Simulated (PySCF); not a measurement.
```xyz
10

C     -1.4563     0.2436     0.0406
S     -0.3057    -1.1474     0.0624
O     -0.3244    -1.7597    -1.3304
Si     1.5409     0.1633     0.3173
O      1.4120     1.0607     1.5739
H     -1.2924     0.8224     0.9498
H     -1.2491     0.8581    -0.8363
H     -2.4751    -0.1394    -0.0045
H      2.5971    -0.9020     0.2708
H      1.5531     0.8003    -1.0435
```

Charge -1, multiplicity 1.

Task: Give the Mulliken and meta-Löwdin atomic charges from CAM-B3LYP-D3(BJ)/def2-TZVPD (PySCF).

Result: 
```csv
atom,Mulliken (e),meta-Löwdin (e)
C1,-0.80,-0.48
S2,0.25,0.66
O3,-0.71,-0.94
Si4,0.36,0.79
O5,-0.66,-1.00
H6,0.32,0.14
H7,0.26,0.11
H8,0.25,0.11
H9,-0.15,-0.19
H10,-0.12,-0.20
```
